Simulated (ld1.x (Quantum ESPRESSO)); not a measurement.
**Reading a pseudo-wave (silver (Ag))**

Columns: radius, all-electron u(r) and pseudo u(r) of the 5s shell (level -4.84 eV) of silver in the configuration [Ar] 3d10 4s2 4p6 4d10 5s0.75 5p0.25; BLYP, scalar-relativistic, ultrasoft scheme, ld1.x (Quantum ESPRESSO) 7.5.

```tsv
r (bohr)	all-electron	pseudo
0.082	-0.1119	-0.1747
0.165	0.0235	-0.3384
0.248	0.1644	-0.4773
0.330	0.1404	-0.5808
0.413	0.0207	-0.6456
0.495	-0.1104	-0.6680
0.578	-0.2105	-0.6502
0.660	-0.2623	-0.5972
0.742	-0.2693	-0.5163
0.825	-0.2397	-0.4146
0.908	-0.1841	-0.3020
0.990	-0.1137	-0.1880
1.072	-0.0354	-0.0779
1.155	0.0458	0.0251
1.238	0.1252	0.1174
1.320	0.1991	0.1974
1.402	0.2672	0.2675
1.485	0.3294	0.3297
1.568	0.3846	0.3846
1.650	0.4322	0.4322
1.733	0.4738	0.4738
1.815	0.5086	0.5086
1.898	0.5381	0.5381
1.980	0.5619	0.5619
2.062	0.5810	0.5810
2.145	0.5960	0.5960
```

(1) How many radial nodes do the two functions have?

(2) At about which radius was the pseudo-wave matched?

(3) Is the pseudo-wave norm-conserving?

Results:

(1) The all-electron 5s function has n − l − 1 = 4 (the table is too coarse to show those close to the nucleus); the pseudo-wave has 1, since 1 lower shell of the same l stays in the valence.

(2) 1.60 bohr. The columns agree to 0.0005 from 1.40 bohr on; several derivatives are matched, so the curves merge somewhat inside the radius.

(3) No, it belongs to an ultrasoft set: the norm inside the radius is not constrained, and the difference is carried by the augmentation charge.
